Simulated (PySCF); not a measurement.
Constitutional and geometric isomers with formula C4H2S2. Gas-phase values, no solvent. One relaxed conformer stands for each flexible species; it need not be the lowest. Strings in code marks are SMILES.

Calculation: PySCF with TPSSh-D3(BJ)/def2-TZVP // B3LYP-D3(BJ)/def2-TZVP. Delta-SCF ions had no search for a lower state. 

```json
[
 {"species": "`S=c1ccc1=S`", "LUMO (eV)": "-3.37", "S1 oscillator strength": "0.000", "vertical ionisation energy (Delta-SCF) (eV)": "8.31", "HOMO (eV)": "-5.93"},
 {"species": "`C#CC(S)=C=S` (C–C–S–H torsion 101°)", "LUMO (eV)": "-3.17", "S1 oscillator strength": "0.001", "vertical ionisation energy (Delta-SCF) (eV)": "…", "HOMO (eV)": "-6.00"},
 {"species": "`C=C1c2ssc21`", "LUMO (eV)": "…", "S1 oscillator strength": "0.000", "vertical ionisation energy (Delta-SCF) (eV)": "8.54", "HOMO (eV)": "-6.24"},
 {"species": "`c12ssc2C=C1`", "LUMO (eV)": "-2.82", "S1 oscillator strength": "0.000", "vertical ionisation energy (Delta-SCF) (eV)": "7.83", "HOMO (eV)": "…"},
 {"species": "`S=c1c2c1SC2`", "LUMO (eV)": "-2.76", "S1 oscillator strength": "…", "vertical ionisation energy (Delta-SCF) (eV)": "8.59", "HOMO (eV)": "…"},
 {"species": "`S=C=C=CC=S` (C–C–C–S torsion 180°)", "LUMO (eV)": "-4.70", "S1 oscillator strength": "0.000", "vertical ionisation energy (Delta-SCF) (eV)": "–", "HOMO (eV)": "-6.17"}
]
```

### Question
What belongs in the gaps?

### Answer

- `C#CC(S)=C=S` (C–C–S–H torsion 101°), vertical ionisation energy (Delta-SCF) (eV): 8.24
- `C=C1c2ssc21`, LUMO (eV): -2.98
- `c12ssc2C=C1`, HOMO (eV): -5.46
- `S=c1c2c1SC2`, S1 oscillator strength: 0.003
- `S=c1c2c1SC2`, HOMO (eV): -6.11
